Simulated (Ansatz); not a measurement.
Reaction (ligand exchange at the Si–N bond): `[SiH3]N[SiH2][SiH2]Cl` + `NCBCl` → `[SiH3]NCBCl` + `N[SiH2][SiH2]Cl`

Gas-phase electronic energies from Ansatz, PBE0-D4/def2-TZVP geometries. CBS: MP2 limit from def2 TZ/QZ plus the TZ coupled-cluster correction, frozen cores. DFT in def2-TZVPP. B3LYP here is the variant with VWN-RPA as its local correlation; programs differ in this. Each species was taken in one conformer, which may not be the lowest.

```csv
level,ΔE (kJ/mol),difference from CCSD(T)/CBS
B3LYP-D4,17.7,0.0
ωB97X-V,16.2,-1.5
ωB97M-V,16.9,-0.8
B2PLYP,14.0,-3.7
r2SCAN,16.9,-0.8
MP2/def2-TZVPP,17.1,-0.6
CCSD/def2-TZVPP,16.3,-1.4
CCSD(T)/def2-TZVPP,17.1,-0.6
HF/def2-QZVPP,13.0,-4.7
MP2/CBS(def2),17.6,-0.1
CCSD(T)/CBS,17.7,0
```

Largest T1 diagnostic among the species: 0.011.

The D4 term adds +6.0 kJ/mol with B3LYP and +3.3 kJ/mol with PBE0; it sums over pairs of atoms, weighted by their polarisabilities, and B3LYP, whose exchange is more repulsive, gets the larger term. In def2-TZVPP, CCSD(T) changes the Hartree–Fock value by +4.4 kJ/mol (the triples alone add +0.8 kJ/mol) and MP2 by +4.4 kJ/mol.
